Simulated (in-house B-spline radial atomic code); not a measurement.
Results of a calculation; reference values are marked as such.
## C6 from the polarisability at imaginary frequency: neutral beryllium

PBEsol linear response of the closed shell [He] 2s2, from an all-electron radial atomic-structure program (B-spline basis); non-relativistic, point nucleus, no spin-orbit coupling.

The dispersion coefficient of two like species is C6 = (3/π) ∫ α(iu)² du from 0 to ∞.

```json
{"u (hartree)": "0", "α(iu) (bohr³)": "43.52"}
{"u (hartree)": "0.03", "α(iu) (bohr³)": "42.37"}
{"u (hartree)": "0.07", "α(iu) (bohr³)": "37.93"}
{"u (hartree)": "0.12", "α(iu) (bohr³)": "30.42"}
{"u (hartree)": "0.2", "α(iu) (bohr³)": "19.97"}
{"u (hartree)": "0.3", "α(iu) (bohr³)": "12.1"}
{"u (hartree)": "0.45", "α(iu) (bohr³)": "6.548"}
{"u (hartree)": "0.7", "α(iu) (bohr³)": "3.119"}
{"u (hartree)": "1", "α(iu) (bohr³)": "1.672"}
{"u (hartree)": "1.5", "α(iu) (bohr³)": "0.8188"}
{"u (hartree)": "2.5", "α(iu) (bohr³)": "0.3381"}
{"u (hartree)": "5", "α(iu) (bohr³)": "0.106"}
```

Task: Fit one oscillator, α(iu) = α(0)/(1 + u²/ω²), through u = 0.2 and estimate C6.

Result: From α(0)/α(iu) − 1 = 43.52/19.97 − 1 = 1.1793, ω = u/√1.1793 = 0.1842 hartree (5.0 eV). London's formula gives C6 = (3/4) α(0)² ω = 0.75 × 43.52² × 0.1842 = 261.6 hartree·bohr⁶, and the oscillator holds f = α(0) ω² = 1.48 electrons, of a sum of oscillator strengths of 4.0.

Task: How does that compare with the full integral?

Result: The program's quadrature over all excitations gives C6 = 263, so the single oscillator is off by -0.5 %. At the last point the fit gives α = 0.059 against 0.106: higher excitations, and deeper shells where there are any, keep the true curve higher at large u.
